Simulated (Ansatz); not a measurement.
System: BNH₃Br, charge 0, singlet. BNH3Br (SMILES NBBr).
B3LYP-D3(BJ)/def2-TZVP minimum from Ansatz (a program for electronic structure):
```
B
N 1 1.3817
H 2 1.0068 1 122.13
H 2 1.0073 3 114.43 1 -180.00
H 1 1.1846 2 122.15 3 0.00
Br 1 1.9441 5 118.22 2 180.00
```
Charge 0, spin multiplicity 1.

Total energies in cc-pVDZ, 18 correlated electrons, 16 frozen orbitals. Open shells are spin-unrestricted; no spin-orbit coupling. Correlated methods leave the cores frozen (noble-gas shells, and filled d and f shells in the p block). No relativity. Spin-orbit terms, left out, reach several kcal/mol for Br and I, and more for heavier atoms.

| method | program | energy (Eh) | minus CCSDT(Q) (mEh) |
|---|---|---|---|
| HF | Ansatz | -2653.35790 | 413.65 |
| MP2 | Ansatz | -2653.72914 | 42.41 |
| CCSD | Ansatz | -2653.75963 | 11.93 |
| CCSD(T) | Ansatz | -2653.77005 | 1.51 |
| CCSDT(Q) | Ansatz | -2653.77155 | 0.00 |

Rough core times of Ansatz's runs on a shared machine: CCSD(T) under 20 s, CCSDT(Q) 90 s.
